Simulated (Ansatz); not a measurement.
The first iterations of a band of BF2H2N + H2 (8 atoms, charge 0, multiplicity 1).

All numbers below come from RKS PBE0-D4/def2-SVP (Ansatz).

```
movable images  : 5
climbing image  : yes
spring          : 5.0 eV/Å²
optimiser       : quadratic models (default)
start path      : through a guess of the saddle point
force threshold : 0.03 eV/Å
iteration limit : 60
end points      : relaxed
```

Image 0:

```xyz
8
Properties=species:S:1:pos:R:3
B 0.085 -0.675 0.234
N 0.035 -0.272 1.570
H -0.829 -0.230 2.090
H 0.863 -0.018 2.090
F 1.238 -0.732 -0.423
F -1.018 -1.015 -0.422
H -0.406 3.124 1.032
H -0.307 2.372 1.100
```

Image 6:

```xyz
8
Properties=species:S:1:pos:R:3
B 0.064 0.351 0.061
N -0.133 0.343 1.725
H -0.378 -0.603 2.027
H 0.729 0.621 2.195
F 1.062 -0.577 -0.133
F -1.166 -0.066 -0.394
H 0.362 1.508 -0.217
H -0.881 0.978 2.006
```

| iteration | highest image above the first end (eV) | largest band force component (eV/Å) |
| --- | --- | --- |
| 1 | 3.870 | 6.309 |
| 2 | 2.578 | 3.147 |
| 3 | 2.357 | 15.002 |
| 4 | 1.813 | 2.907 |
| 5 | 1.231 | 3.522 |

Task: Does the band converge within its limit, and where does its top end?

Result: The run converged. It ended after 17 iterations with the highest image 1.665 eV above the first end. Neighbouring images differ by up to 1.5 eV, so the band resolves the path poorly. A vibrational analysis at the climbing image gives one clearly imaginary mode, 1419i cm⁻¹: a first-order saddle point. The orbitals stay closed-shell, which can raise the energy where a bond breaks towards radicals; this wasn't checked here.

The run took 2.7 min on 1 thread of Arm Neoverse V2 (shared host), peak memory 0.14 GiB.
